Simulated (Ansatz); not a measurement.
`N[SiH](O)Br` + CH₃OH → `N[SiH](Br)CO` + H₂O  (formal exchange of groups at the Si–O bond)

Program: Ansatz. Geometries: PBE0-D4/def2-TZVP. ΔE: electronic, gas phase. CBS: MP2 limit from def2 TZ/QZ plus the TZ coupled-cluster correction, frozen cores. This one scheme is used for every species. For Br outer-core shells are correlated without core-valence functions, which leaves a few kJ/mol of doubt a bond. Scalar relativity is left out up to krypton. One conformer a species, not always the lowest.

| species | HF/def2-TZVPP energy (Eh) |
| --- | --- |
| `N[SiH](O)Br` | -2993.20875 |
| CH₃OH | -115.09501 |
| `N[SiH](Br)CO` | -3032.18882 |
| H₂O | -76.06237 |

**Question.** Work out ΔE.

**Answer.** ΔE = (-3032.18882) + (-76.06237) − (-2993.20875) − (-115.09501) = 0.05257 Eh = +33.0 kcal/mol. CCSD(T)/CBS gives +26.3 kcal/mol.

Largest T1 diagnostic among the species: 0.009.

From PBE to PBE0 (25 % exact exchange), in def2-TZVPP and without D4, ΔE moves by +1.4 kcal/mol. In def2-TZVPP, CCSD(T) changes the Hartree–Fock value by −6.2 kcal/mol (the triples alone add −0.9 kcal/mol) and MP2 by −5.9 kcal/mol.
